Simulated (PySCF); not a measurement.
## Calculated data, BClGeH₂N

All values are calculated (PySCF 2.14.0). Calculation on a computer-drawn molecule: the log of a Hartree-Fock and frozen-core CCSD(T) single point meant for a local Hartree-Fock minimum, with one planted fault or none, to be diagnosed. Offsets are logged minus clean, where the clean run is the same molecule without the fault. The reference is restricted for singlets and unrestricted otherwise, and also for a bond in bohr or an excited solution. Adding or removing an electron swaps singlet and doublet. The excited solution moves the top pair (singlet) or top alpha electron (doublet) to the lowest empty orbital. Highest occupied and lowest empty are orbital energies over both spins, largest force is the largest gradient component, triples share is (T) over the correlation energy, the T1 limit is 0.02 restricted and 0.045 unrestricted, electrons count all cores, a negative frequency is imaginary (commonest isotopes), and the dipole is about the centre of nuclear charge; on germanium a core potential holds 10 electrons, which the energies leave out, and 3d is frozen in MP2 and coupled-cluster steps.

### BClGeH₂N

Logged structure:
```xyz
6
BClGeH2N
Cl    -0.9196    -2.5700     2.6929
B     -0.5235    -1.8440     1.2522
N     -0.2204    -1.2892     0.1505
Ge     0.1849    -0.5402    -1.3280
H     -0.6644    -0.8263    -2.5394
H      1.3776     0.3798    -1.3687
```

```
meant charge                                : 1
meant multiplicity                          : 1
meant basis                                 : cc-pV(D+d)Z
meant basis and core potential on germanium : cc-pVDZ-PP ECP10MDF
logged electrons                            : 62
logged basis functions                      : 84
logged SCF converged                        : yes
logged spin squared                         : 2.0191
logged highest occupied                     : -12.014 eV
logged lowest empty                         : -7.4855 eV
logged largest force                        : 0.10988 hartree/bohr
logged T1 diagnostic                        : 0.036582
logged D1 diagnostic                        : 0.20325
logged triples share                        : 0.033992
logged CC converged                         : yes
logged dipole magnitude                     : 2.5602 debye
logged SCF stable within its kind           : yes
logged energy HF                            : -832.84791 hartree
logged energy CCSD(T)                       : -833.31612 hartree
possible faults                             : no fault, one electron removed, one electron added, multiplicity raised by two, geometry at a saddle point, SCF held on an excited solution, minimal basis STO-3G, one bond length entered in bohr, all coordinates scaled
```

Drawn bonds:
```csv
atom,other atom,order
1,2,1
2,3,1
3,4,2
4,5,1
4,6,1
```

Q: BClGeH₂N: planted fault?
A: multiplicity raised by two

Further results for BClGeH₂N:

```
HF energy offset from clean run      : 80.06 kcal/mol
CCSD(T) energy offset from clean run : 93.8 kcal/mol
```
